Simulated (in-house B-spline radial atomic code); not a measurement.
Radial electron density of the vanadium ion V⁸⁺, [Ne] 3s1 (3p1/2)2 (3p3/2)1 (6f5/2)1. Method: Dirac-Hartree-Fock, average of the jj configuration, Fermi nucleus of rms radius 3.6002 fm. Calculated with a B-spline radial code for spherical atoms.

Columns: r (bohr), 4πr²n(r) (electrons per bohr), bar.

```
  0.0025   0.6238 #
 0.00309   0.9219 #
 0.00382    1.354 ##
 0.00472    1.972 ###
 0.00584     2.85 ####
 0.00721    4.055 ######
 0.00891    5.694 #########
   0.011     7.84 ############
  0.0136    10.58 ################
  0.0168    13.86 #####################
  0.0208     17.6 ###########################
  0.0257    21.39 ################################
  0.0317     24.7 #####################################
  0.0392    26.91 #########################################
  0.0484    27.39 #########################################
  0.0598    25.99 #######################################
  0.0739    23.36 ###################################
  0.0913    21.02 ################################
   0.113    20.71 ###############################
   0.139    23.11 ###################################
   0.172    27.01 #########################################
   0.213    29.21 ############################################
   0.263    26.87 ########################################
   0.325    20.06 ##############################
   0.401    12.28 ##################
   0.496    7.344 ###########
   0.613    6.199 #########
   0.757    6.238 #########
   0.935    5.023 ########
    1.16    2.722 ####
    1.43   0.9561 #
    1.76   0.1827 
    2.18  0.05462 
    2.69   0.1482 
    3.33  0.07189 
    4.11  0.02014 
    5.08   0.2567 
    6.28   0.2592 
    7.76   0.0699 
    9.59 0.005221 
    11.8 0.0001015 
    14.6 3.196e-07 
    18.1 3.423e-11
```

On this grid the curve has 5 maxima, near 0.0484, 0.213, 0.757, 2.69, 6.28 bohr.

The 3s1/2 radial function P(r) = rR(r), positive near the nucleus, with its small component Q(r) (sign convention: Q ≈ (P' + κP/r)/2c):

| r (bohr) | P | Q |
| --- | --- | --- |
| 0.00087 | 0.02449 | -0.002075 |
| 0.00133 | 0.03682 | -0.003131 |
| 0.00203 | 0.05495 | -0.004694 |
| 0.00309 | 0.0811 | -0.006971 |
| 0.00472 | 0.1185 | -0.01028 |
| 0.00721 | 0.1694 | -0.01493 |
| 0.011 | 0.2342 | -0.02115 |
| 0.0168 | 0.3071 | -0.02889 |
| 0.0257 | 0.3679 | -0.03731 |
| 0.0392 | 0.3724 | -0.04393 |
| 0.0598 | 0.2535 | -0.04457 |
| 0.0913 | -0.0446 | -0.03429 |
| 0.139 | -0.4547 | -0.01224 |
| 0.213 | -0.6763 | 0.01297 |
| 0.325 | -0.2771 | 0.02341 |
| 0.496 | 0.6756 | 0.01177 |
| 0.757 | 1.246 | -0.005574 |
| 1.16 | 0.793 | -0.008031 |
| 1.76 | 0.1804 | -0.002258 |
| 2.69 | 0.009347 | -0.0001293 |
